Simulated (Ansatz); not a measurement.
Basis-set extrapolation for C$_{2}$HBFN (PBE0-D4/def2-TZVP geometry, frozen core, the Gaussian-basis code of Ansatz). Multiplicity 1, RHF reference.

```
                      def2-TZVPP   def2-QZVPP
                 HF  -254.983232  -254.994184
    MP2 correlation    -0.817422    -0.879299
CCSD(T) correlation    -0.863994      not run
```

Energies in hartree. Use E(X) = E(∞) + A·exp(−7.88·√X) for Hartree–Fock and E(X) = E(∞) + B·X^(−2.97) for correlation, with X = 3 and 4, and add CCSD(T) minus MP2 of the smaller set to the MP2 limit.

What is the CCSD(T) energy at the basis-set limit?

HF limit: -254.994184 + (-0.010952) × 0.13774 = -254.99569. MP2 limit: -0.879299 + (-0.061877) × 0.74074 = -0.92513. Higher-order term: -0.863994 − (-0.817422) = -0.04657. Total: -255.96739 hartree, 315.5 kJ/mol below CCSD(T)/def2-TZVPP.
